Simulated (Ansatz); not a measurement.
Ansatz results at the PBE0-D4/def2-TZVP geometry: LUMO energy (PBE/def2-TZVPP) -0.90 eV; HOMO–LUMO gap (ωB97M-V/def2-TZVPP) 12.51 eV; HOMO energy (B3LYP/def2-TZVPP) -8.09 eV.

Each molecule was computed in one conformer, which needn't be the lowest.

Q: Which molecule gave them?
A. `[Cl][Al]1[CH2][CH2]1`
B. `CC[Si](F)(F)Cl`
C. `C[Si@H](F)[C@@H](F)Cl`
D. `F[C@@H]([SiH3])[C@@H](F)Cl`

A: C. The others give `CC[Si](F)(F)Cl`: -0.08, 13.74, -9.01; `[Cl][Al]1[CH2][CH2]1`: -1.82, 9.06, -6.01; `F[C@@H]([SiH3])[C@@H](F)Cl`: -0.95, 12.85, -8.52.

B3LYP here is the variant with VWN-RPA as its local correlation; programs differ in this.
